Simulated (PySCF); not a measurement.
**How methods differ on the excitation energy of Ca**

Ca [Ar] 4s2 (1S) → Ca [Ar] 3d2 (3F), as a difference of total energies. Computed with PySCF 2.14 in x2c-QZVPPall with one added diffuse shell each of s, p, d, f type (12s8p5d4f, 89 functions), with scalar relativity by spin-free X2C-1e. Correlated levels: valence: [Ar] frozen; valence and next inner shell: [Ne] frozen. The calculations carry no spin-orbit coupling.

```tsv
method	excitation energy (eV)
UHF	5.400
LDA	4.285
PBE	4.076
PBE0	4.421
r2SCAN	3.998
BLYP	4.194
PW91	4.049
MP2 (valence)	5.733
SCS-MP2 (valence)	5.991
MP2 (valence and next inner shell)	5.662
SCS-MP2 (valence and next inner shell)	5.928
```

How much does correlation contribute at MP2 (valence and next inner shell)?

5.662 − (5.400) = 0.262 eV, measured against UHF.
